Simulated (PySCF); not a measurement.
Kr²⁺: ionisation energy

Kr²⁺ [Ar] 3d10 4s2 4p4 (3P) → Kr³⁺ [Ar] 3d10 4s2 4p3 (4S), as a difference of total energies. Computed with PySCF 2.14 in def2-SVP, with the non-relativistic Hamiltonian (point nucleus). Correlated levels: valence: [Ar] 3d10 frozen. The calculations carry no spin-orbit coupling.

| method | ionisation energy (eV) |
| --- | --- |
| UHF | 34.253 |
| BP86 | 35.675 |
| PBE | 35.475 |
| MP2 (valence) | 34.671 |
| SCS-MP2 (valence) | 34.688 |
| CCSD (valence) | 34.686 |
| CCSD(T) (valence) | 34.696 |

Question: How much does correlation contribute at CCSD(T) (valence)?

Answer: 34.696 − (34.253) = 0.443 eV, measured against UHF.

These non-relativistic numbers lack the scalar-relativistic shift.

The reference lies between the lowest fine-structure levels, while these numbers refer to the centres of the terms.

Errors of the correlated levels include the incompleteness of this basis and the frozen core.

For comparison: 35.838 ± 0.02 eV (measured; NIST Atomic Spectra Database, ionization energies).
